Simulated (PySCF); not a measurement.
methylenecyclopropane (C₄H₆), singlet, at a GFN2-xTB geometry; PySCF with MP2/pcseg-0.

Here is a job for PySCF.
```python
from pyscf import gto, scf, mp

mol = gto.Mole()
mol.atom = '''
    C    -0.001293   -0.002752    0.320815
    C     0.004760   -0.750843   -0.937433
    C     0.002744    0.766812   -0.924425
    C    -0.006562   -0.013963    1.627915
    H    -0.897060   -1.263299   -1.242085
    H     0.910337   -1.260961   -1.234780
    H     0.906956    1.284356   -1.212962
    H    -0.900441    1.282018   -1.220268
    H    -0.007627   -0.936362    2.186569
    H    -0.010064    0.898719    2.202298
'''
mol.basis = 'pcseg-0'
mol.charge = 0
mol.spin = 0
mol.verbose = 4
mol.build()

mf = scf.RHF(mol)
mf.kernel()

pt = mp.MP2(mf, frozen=4)
pt.kernel()
print('E(MP2) = %.10f' % pt.e_tot)
```

The log (banner, timings and long lists left out):

```
PySCF version 2.14.0

[INPUT] verbose = 4
[INPUT] num. atoms = 10
[INPUT] num. electrons = 30
[INPUT] charge = 0
[INPUT] spin (= nelec alpha-beta = 2S) = 0
[INPUT] symmetry False subgroup None
[INPUT] Mole.unit = angstrom
[INPUT] Symbol           X                Y                Z      unit          X                Y                Z       unit  Magmom
[INPUT]  1 C     -0.001293000000  -0.002752000000   0.320815000000 AA   -0.002443415879  -0.005200526295   0.606252486652 Bohr   0.0
[INPUT]  2 C      0.004760000000  -0.750843000000  -0.937433000000 AA    0.008995096353  -1.418887632547  -1.771491630129 Bohr   0.0
[INPUT]  3 C      0.002744000000   0.766812000000  -0.924425000000 AA    0.005185408486   1.449064669030  -1.746910072701 Bohr   0.0
[INPUT]  4 C     -0.006562000000  -0.013963000000   1.627915000000 AA   -0.012400382829  -0.026386245877   3.076313504071 Bohr   0.0
[INPUT]  5 H     -0.897060000000  -1.263299000000  -1.242085000000 AA   -1.695197717302  -2.387289123437  -2.347200473430 Bohr   0.0
[INPUT]  6 H      0.910337000000  -1.260961000000  -1.234780000000 AA    1.720287611058  -2.382870943758  -2.333396024090 Bohr   0.0
[INPUT]  7 H      0.906956000000   1.284356000000  -1.212962000000 AA    1.713898447031   2.427081086442  -2.292165979505 Bohr   0.0
[INPUT]  8 H     -0.900441000000   1.282018000000  -1.220268000000 AA   -1.701586881329   2.422662906763  -2.305972318571 Bohr   0.0
[INPUT]  9 H     -0.007627000000  -0.936362000000   2.186569000000 AA   -0.014412941152  -1.769467733450   4.132016562464 Bohr   0.0
[INPUT] 10 H     -0.010064000000   0.898719000000   2.202298000000 AA   -0.019018203718   1.698332772943   4.161740064677 Bohr   0.0

nuclear repulsion = 110.00100065848
number of shells = 14
number of NR pGTOs = 78
number of NR cGTOs = 48
basis = pcseg-0
ecp = {}

******** <class 'pyscf.scf.hf.RHF'> ********
method = RHF
initial guess = minao
damping factor = 0
level_shift factor = 0
DIIS = <class 'pyscf.scf.diis.CDIIS'>
diis_start_cycle = 1
diis_space = 8
diis_damp = 0
SCF conv_tol = 1e-09
SCF conv_tol_grad = None
SCF max_cycles = 50
direct_scf = True
direct_scf_tol = 1e-13
Set gradient conv threshold to 3.16228e-05
Initial guess from minao.
init E= -155.478643585533
  HOMO = -0.26090149838473  LUMO = 0.0618483715441762  gap/eV = 8.78247
cycle= 1 E= -154.401508384467  delta_E= 1.08  |g|= 0.32  |ddm|=  3.1
  HOMO = -0.392643383669573  LUMO = 0.134081806301139  gap/eV = 14.33292
cycle= 2 E= -154.438532529477  delta_E= -0.037  |g|= 0.113  |ddm|= 0.66
  HOMO = -0.369041505800257  LUMO = 0.161606325629216  gap/eV = 14.43966
cycle= 3 E= -154.442019018969  delta_E= -0.00349  |g|= 0.042  |ddm|= 0.17
  HOMO = -0.370737604250333  LUMO = 0.160440819583672  gap/eV = 14.45410
cycle= 4 E= -154.442621707473  delta_E= -0.000603  |g|= 0.00914  |ddm|= 0.0916
  HOMO = -0.37177567519583  LUMO = 0.159868003082109  gap/eV = 14.46676
cycle= 5 E= -154.442643520636  delta_E= -2.18e-05  |g|= 0.00191  |ddm|= 0.0131
  HOMO = -0.371369617797745  LUMO = 0.160180729753829  gap/eV = 14.46422
cycle= 6 E= -154.442646103946  delta_E= -2.58e-06  |g|= 0.000634  |ddm|= 0.00643
  HOMO = -0.371301545306272  LUMO = 0.160246371816134  gap/eV = 14.46416
cycle= 7 E= -154.442646354672  delta_E= -2.51e-07  |g|= 0.000167  |ddm|= 0.00241
  HOMO = -0.371341379563073  LUMO = 0.160224269847786  gap/eV = 14.46464
cycle= 8 E= -154.442646371744  delta_E= -1.71e-08  |g|= 5.39e-05  |ddm|= 0.00058
  HOMO = -0.37133411027681  LUMO = 0.160228809449496  gap/eV = 14.46456
cycle= 9 E= -154.44264637336  delta_E= -1.62e-09  |g|= 9.26e-06  |ddm|= 0.000166
  HOMO = -0.371336301447433  LUMO = 0.160227521502616  gap/eV = 14.46459
cycle= 10 E= -154.442646373428  delta_E= -6.76e-11  |g|= 1.57e-06  |ddm|= 4.16e-05
  HOMO = -0.371336544488887  LUMO = 0.160227368521674  gap/eV = 14.46459
Extra cycle  E= -154.44264637343  delta_E= -2.05e-12  |g|= 6.53e-07  |ddm|= 4.71e-06
converged SCF energy = -154.44264637343

******** <class 'pyscf.mp.mp2.RMP2'> ********
nocc = 11, nmo = 44
frozen orbitals 4
E(RMP2) = -154.799403574001  E_corr = -0.356757200571381
E(SCS-RMP2) = -154.800049676319  E_corr = -0.35740330288963
E_corr(same-spin) = -0.0815830820723397
E_corr(oppo-spin) = -0.275174118499042
E(MP2) = -154.7994035740
```
